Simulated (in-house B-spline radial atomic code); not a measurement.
The numbers below are computed, except where a source is named.
# Ghost states of the separable form: P

P, [Ne] 3s2 3p3, non-relativistic PBE, spherical and spin-unpolarised, from a B-spline radial code for spherical atoms (atomic units; all potentials screened as in the neutral atom).

Troullier-Martins channels: 3s (ε = -0.5106, r_c = 1.625 bohr), 3p (ε = -0.2028, r_c = 1.796 bohr). In the Kleinman-Bylander form one channel serves as the local potential, and each other channel l becomes |δV u><u δV|/<u|δV|u>, with δV = V_l − V_local and u the pseudo-orbital. Its strength is E_KB = <u|δV²|u>/<u|δV|u>. By the analysis of Gonze, Stumpf and Scheffler a spurious state lies below the reference level ε if E_KB > 0 and ε is above the second level of the local potential alone, or if E_KB < 0 and ε is above its first. The table's levels are those of angular momentum l in a sphere of 9 bohr, whose wall can lift a shallow ε a little above its free-atom value.

| local | channel | <u δV u> | <u δV² u> | ε | first local level | second local level |
| --- | --- | --- | --- | --- | --- | --- |
| p | s | 0.10843 | 0.2607 | -0.5106 | -0.7443 | -0.0153 |
| s | p | -0.057857 | 0.1367 | -0.2026 | -0.1676 | 0.1059 |

Q: Apply the rule to each row.

A: Local p, channel s: E_KB = +2.4, so ε = -0.5106 is set against -0.0153: no ghost. Local s, channel p: E_KB = -2.36, so ε = -0.2026 is set against -0.1676: no ghost.

Diagonalising the separable Hamiltonian gives:

```tsv
local	channel	three lowest levels	all-electron, two lowest valence levels
p	s	-0.5106, 0.0235, 0.3107	-0.5106, 0.0237
s	p	-0.2026, 0.0941, 0.4061	-0.2026, 0.0942
```

Q: Which choices of local channel are safe?

A: All are free of ghosts. Among the safe choices the second level, which tests transfer, is off by at most 0.1 millihartree (s local), 0.2 millihartree (p local).
